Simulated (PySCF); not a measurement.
C₈H₁₀.
Numbering: `[CH2:1]=[CH:2][C:3]#[C:4][CH:5]1[CH2:6][CH2:7][CH2:8]1` (hydrogens: H9, H10 on C1; H11 on C2; H12 on C5; H13, H14 on C6; H15, H16 on C7; H17, H18 on C8)

The closed-shell SCF was solved with PySCF and density fitting under several settings on one GFN2-xTB geometry (grid level 2 and gas phase unless stated).

| settings | basis functions | SCF cycles | E (Eh) | HOMO (eV) | LUMO (eV) | dipole (D) |
| --- | --- | --- | --- | --- | --- | --- |
| PBE0/pcSseg-1 | 186 | 14 | -310.3365 | -6.66 | -0.61 | 0.74 |
| PBE0/def2-SVPD | 240 | 14 | -310.1679 | -6.65 | -0.65 | 0.78 |

Task: Estimate the rows for these settings: (1) PBE0/6-31G-J; (2) CAM-B3LYP/3-21G, IEF-PCM methanol.

Result: 
```tsv
settings	basis functions	SCF cycles	E (Eh)	HOMO (eV)	LUMO (eV)	dipole (D)
PBE0/6-31G-J	136	15	-310.3545	-6.44	-0.21	0.71
CAM-B3LYP/3-21G, IEF-PCM methanol	92	12	-308.8706	-7.83	0.92	0.78
```

Task: Over all rows, what range does the HOMO–LUMO gap span?

Result: From 6.00 eV (PBE0/def2-SVPD) to 8.75 eV (CAM-B3LYP/3-21G, IEF-PCM methanol). The functional of the narrowest has 25 % exact exchange, that of the widest range-separated exact exchange.

Task: And the dipole moment?

Result: From 0.71 D to 0.78 D; the largest is 1.10 times the smallest, and the median is 0.76 D.

Task: Compare two rows with the functional PBE0: PBE0/6-31G-J and PBE0/def2-SVPD. Which energy is lower, and by how much?

Result: PBE0/6-31G-J (136 functions) lies 0.1866 Eh or 117 kcal/mol below PBE0/def2-SVPD (240 functions). The smaller set gives the lower energy; the two sets aren't nested, so the variational bound doesn't order them by size.

Cycle counts include a coarse-grid stage where the run had one. One conformer (not necessarily the lowest) at the GFN2-xTB geometry, without vibrations or thermal averaging.
